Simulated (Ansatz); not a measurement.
Breaking the C2–H3 bond in CH5NSi (SMILES C[Si]N) (multiplicity 1 held, fragments rigid). Energies count from the point at 1.093 Å.
Geometry at that point (charge 0, multiplicity 1):
```xyz
8

Si    -0.27696    -0.02987     0.65336
C      0.58142     1.33956    -0.37081
H      0.13316     2.31549    -0.16726
H      0.57863     1.17210    -1.45148
H      1.62575     1.40796    -0.04207
N     -0.21932    -1.29506    -0.50310
H      0.15769    -1.23076    -1.43932
H     -0.57108    -2.21853    -0.30037
```

R- and RO- levels are restricted; in cc, def2 and unpolarised 6-31G sets they are followed outwards from rest. Unrestricted levels (U-) break spin symmetry where that is lower. Active spaces are followed from a long bond inwards. Levels need not reach the same state.

Cores are frozen in the correlated methods.

Codes used: Ansatz (a first-principles code). Values without a source in brackets are computed.

Energies in kcal/mol.

```json
[
 {"R (Å)": "0.874", "U-HF/cc-pV(D+d)Z": "31.2", "R-SCS-MP2/cc-pV(D+d)Z": "33.4", "FIC-NEVPT4(SD) on CASSCF(2,2)/cc-pV(D+d)Z": "33.6", "FIC-MRCISD+Q on CASSCF(2,2)/cc-pV(D+d)Z": "33.5"},
 {"R (Å)": "0.984", "U-HF/cc-pV(D+d)Z": "6.3", "R-SCS-MP2/cc-pV(D+d)Z": "7.3", "FIC-NEVPT4(SD) on CASSCF(2,2)/cc-pV(D+d)Z": "7.5", "FIC-MRCISD+Q on CASSCF(2,2)/cc-pV(D+d)Z": "7.4"},
 {"R (Å)": "1.093", "U-HF/cc-pV(D+d)Z": "0.0", "R-SCS-MP2/cc-pV(D+d)Z": "0.0", "FIC-NEVPT4(SD) on CASSCF(2,2)/cc-pV(D+d)Z": "0.0", "FIC-MRCISD+Q on CASSCF(2,2)/cc-pV(D+d)Z": "0.0"},
 {"R (Å)": "1.202", "U-HF/cc-pV(D+d)Z": "3.9", "R-SCS-MP2/cc-pV(D+d)Z": "2.9", "FIC-NEVPT4(SD) on CASSCF(2,2)/cc-pV(D+d)Z": "2.7", "FIC-MRCISD+Q on CASSCF(2,2)/cc-pV(D+d)Z": "2.7"},
 {"R (Å)": "1.312", "U-HF/cc-pV(D+d)Z": "13.1", "R-SCS-MP2/cc-pV(D+d)Z": "11.2", "FIC-NEVPT4(SD) on CASSCF(2,2)/cc-pV(D+d)Z": "10.6", "FIC-MRCISD+Q on CASSCF(2,2)/cc-pV(D+d)Z": "10.7"},
 {"R (Å)": "1.476", "U-HF/cc-pV(D+d)Z": "31.2", "R-SCS-MP2/cc-pV(D+d)Z": "28.1", "FIC-NEVPT4(SD) on CASSCF(2,2)/cc-pV(D+d)Z": "26.7", "FIC-MRCISD+Q on CASSCF(2,2)/cc-pV(D+d)Z": "26.8"},
 {"R (Å)": "1.640", "U-HF/cc-pV(D+d)Z": "50.7", "R-SCS-MP2/cc-pV(D+d)Z": "46.2", "FIC-NEVPT4(SD) on CASSCF(2,2)/cc-pV(D+d)Z": "43.5", "FIC-MRCISD+Q on CASSCF(2,2)/cc-pV(D+d)Z": "43.6"},
 {"R (Å)": "1.913", "U-HF/cc-pV(D+d)Z": "72.8", "R-SCS-MP2/cc-pV(D+d)Z": "74.1", "FIC-NEVPT4(SD) on CASSCF(2,2)/cc-pV(D+d)Z": "67.9", "FIC-MRCISD+Q on CASSCF(2,2)/cc-pV(D+d)Z": "68.0"},
 {"R (Å)": "2.186", "U-HF/cc-pV(D+d)Z": "81.5", "R-SCS-MP2/cc-pV(D+d)Z": "96.9", "FIC-NEVPT4(SD) on CASSCF(2,2)/cc-pV(D+d)Z": "85.5", "FIC-MRCISD+Q on CASSCF(2,2)/cc-pV(D+d)Z": "85.7"},
 {"R (Å)": "2.514", "U-HF/cc-pV(D+d)Z": "85.4", "R-SCS-MP2/cc-pV(D+d)Z": "117.0", "FIC-NEVPT4(SD) on CASSCF(2,2)/cc-pV(D+d)Z": "98.4", "FIC-MRCISD+Q on CASSCF(2,2)/cc-pV(D+d)Z": "98.5"},
 {"R (Å)": "2.951", "U-HF/cc-pV(D+d)Z": "86.9", "R-SCS-MP2/cc-pV(D+d)Z": "133.1", "FIC-NEVPT4(SD) on CASSCF(2,2)/cc-pV(D+d)Z": "105.9", "FIC-MRCISD+Q on CASSCF(2,2)/cc-pV(D+d)Z": "106.0"},
 {"R (Å)": "3.498", "U-HF/cc-pV(D+d)Z": "87.4", "R-SCS-MP2/cc-pV(D+d)Z": "138.7", "FIC-NEVPT4(SD) on CASSCF(2,2)/cc-pV(D+d)Z": "108.7", "FIC-MRCISD+Q on CASSCF(2,2)/cc-pV(D+d)Z": "108.8"}
]
```

Doubts at one or more of the structures used: a spin-contaminated determinant (U-HF/cc-pV(D+d)Z); a restricted determinant that unrestricted orbitals would lower (R-SCS-MP2/cc-pV(D+d)Z).
